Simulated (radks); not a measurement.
Fractional charge and spin in the 6s shell of osmium: the spin-up occupation runs from 0 to 1 and the spin-down occupation from 0 to 1; the fullest corner is Os, [Xe] 4f14 5d(up 3, down 3) 6s(up 1, down 1). Method: scalar-relativistic Kohn-Sham, LDA (Slater exchange, Perdew-Wang correlation), spin-polarised, spherical densities, point nucleus; computed with a radial shooting solver on a logarithmic mesh with Libxc functionals. Energy (eV) minus the two flat planes that join the four corners (they meet along the diagonal where the two added fractions sum to one electron); zero is where a piecewise linear energy would lie.

down \ up       0    0.25     0.5    0.75       1
0           0.000  -0.697  -0.927  -0.693   0.000
0.25       -0.697  -0.880  -0.605   0.126  -0.634
0.5        -0.927  -0.605   0.167  -0.555  -0.840
0.75       -0.693   0.126  -0.555  -0.803  -0.626
1           0.000  -0.634  -0.840  -0.626   0.000

Corners above the fullest one (they belong to Os+ and the next ion): (up 1, down 0) 9.689 eV, (up 0, down 1) 9.689 eV, (up 0, down 0) 27.132 eV. With half an added electron in each spin the energy lies 0.167 eV from the planes, and with half an added electron in spin up alone -0.927 eV. The planes are only a guide here: the flat-plane condition holds for ground states with one frontier orbital, while other shells are open and held unpolarised.
